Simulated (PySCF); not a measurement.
# What a mistake does to a calculation on BFH3Si cation

All numbers below are calculated, not measured. The program is PySCF 2.14.0, an open-source quantum chemistry code, run on an isolated molecule that a program drew, which may never have been made. The molecule is BFH3Si cation (charge +1, singlet), drawn as the SMILES string `FB[SiH2+]`.

Each row is a Hartree-Fock (HF) and frozen-core CCSD(T) single point in the cc-pV(D+d)Z basis, meant for a local HF minimum. Run 1 is clean. Each other run has one planted mistake out of seven kinds, and not every kind appears here: one electron removed, one electron added, multiplicity raised by two, geometry at a saddle point, minimal basis STO-3G, one bond length entered in bohr, all coordinates scaled. The reference is restricted for singlets and unrestricted otherwise, and also for a bond in bohr. Adding or removing an electron swaps singlet and doublet. Electrons count all cores. HOMO and LUMO are orbital energies over both spins, the gradient is its largest component, and the lowest frequency (negative if imaginary) is given only where the gradient is small. Bond lengths are over the 5 bonds as drawn. T1 is the CCSD diagnostic: over 0.02 (restricted) or 0.045 (unrestricted) a single reference is doubtful.

Geometry of the clean run:
```xyz
6
BFH3Si cation, angstrom
F    -2.1727    2.6648    0.8254
B    -2.3419    1.7913   -0.1220
Si   -1.3239    2.2293   -1.8940
H    -3.0107    0.8157   -0.0247
H     0.0358    1.7492   -2.1642
H    -1.9229    3.0186   -2.9759
```

```
run  electrons  basis functions  <S^2>  HOMO (eV)  LUMO (eV)  gradient (hartree/bohr)  lowest frequency (cm^-1)  mean bond (Å)  longest bond (Å)      T1  HF (hartree)  CCSD(T) (hartree)                     mistake
  1         30               66  0.000     -17.88      -6.27                  2.9e-05                        99         1.5021             2.090  0.0163    -414.52986         -414.91258                    no fault
  2         30               66  0.000     -17.86      -6.74                  5.0e-05                       -91         1.5047             2.109  0.0164    -414.52837         -414.91134  geometry at a saddle point
  3         30               66  2.017     -14.57      -8.96                  8.2e-02                         -         1.5021             2.090  0.0248    -414.41166         -414.79595  multiplicity raised by two
  4         30               66  0.000     -18.05      -6.23                  9.4e-02                         -         1.4000             1.948  0.0147    -414.50167         -414.87914      all coordinates scaled
  5         30               22  0.000     -16.12      -2.96                  2.1e-02                         -         1.5021             2.090  0.0204    -409.57368         -409.70704                           ?
```

**Which mistake was planted in run 5, and what did it cost?**

It has 22 basis functions where the clean run has 66, with the same electrons and geometry. So the mistake is: minimal basis STO-3G. Subtracting run 1 and multiplying by 627.51 kcal/mol a hartree, the energy moved by 3110.1 kcal/mol in HF and 3266.5 kcal/mol in CCSD(T).

Cautions from the logs. Run 5: T1 is over the limit, so its CCSD(T) energy is less reliable.
